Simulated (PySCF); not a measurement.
B(H)(Cl)(vinyl) (C2H4BCl), SMILES B(C=C)Cl. Atoms are numbered in the order given.

```xyz
8

B     -0.5382    -0.0305     0.0000
H     -1.7343     0.1069     0.0000
Cl     0.0815    -1.6805     0.0000
C      0.4173     1.1753     0.0000
C     -0.0671     2.4323     0.0000
H      1.5045     1.0303     0.0000
H      0.5800     3.3166     0.0000
H     -1.1463     2.6214     0.0000
```
Charge 0, spin multiplicity 1.

Coordinates come from a B3LYP-D3(BJ)/def2-SVP optimisation. The values are those of a single conformer.

Method: PySCF with KT2/pcSseg-1.

GIAO shieldings, no solvent; atoms listed in one row are averaged. δ = σ(ref) − σ: ¹¹B against BF3 (σ = 89.8 ppm); ¹H against TMS (σ = 31.47 ppm); ³⁵Cl against HCl (σ = 945.4 ppm); ¹³C against TMS (σ = 185.1 ppm), references at their B3LYP-D3(BJ)/def2-TZVP geometries, non-relativistic (without spin–orbit terms, shifts of atoms bonded to Cl or Br come out too high).

```tsv
nucleus	atoms	count	δ (ppm)
¹¹B	B1	1	48.4
¹H	H7	1	7.15
¹H	H6	1	6.83
¹H	H8	1	6.74
¹H	H2	1	6.57
³⁵Cl	Cl3	1	300.6
¹³C	C5	1	151.9
¹³C	C4	1	143.8
```
